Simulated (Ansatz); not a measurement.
Reaction (silylene formation by 1,1-elimination): `C[SiH](O)[Si](O)(O)O` → orthosilicic acid + `C[SiH]`

Calculated with Ansatz (gas phase, PBE0-D4/def2-TZVP geometries, no zero-point term in ΔE). CCSD(T)/CBS is the MP2 limit (def2-TZVPP, def2-QZVPP) plus CCSD(T) − MP2 in def2-TZVPP, frozen cores. This one scheme is used for every species. DFT in def2-TZVPP. One conformer a species, not always the lowest.

CCSD(T)/CBS gives +45.1 kcal/mol.

Question: Another level gave +47.2 kcal/mol. Which?
A. PBE0/def2-TZVPP
B. PBE0-D4/def2-TZVPP
C. ωB97X-V/def2-TZVPP
D. B2PLYP/def2-TZVPP

Answer: A. PBE0 47.2, PBE0-D4 49.7, B2PLYP 43.6, ωB97X-V 48.6 kcal/mol.

Largest T1 diagnostic among the species: 0.012.

The D4 term adds +4.2 kcal/mol with B3LYP and +2.5 kcal/mol with PBE0; it sums over pairs of atoms, weighted by their polarisabilities, and B3LYP, whose exchange is more repulsive, gets the larger term. In def2-TZVPP, CCSD(T) changes the Hartree–Fock value by +6.0 kcal/mol (the triples alone add +1.5 kcal/mol) and MP2 by +9.6 kcal/mol.

B3LYP here is the variant with VWN-RPA as its local correlation; programs differ in this.
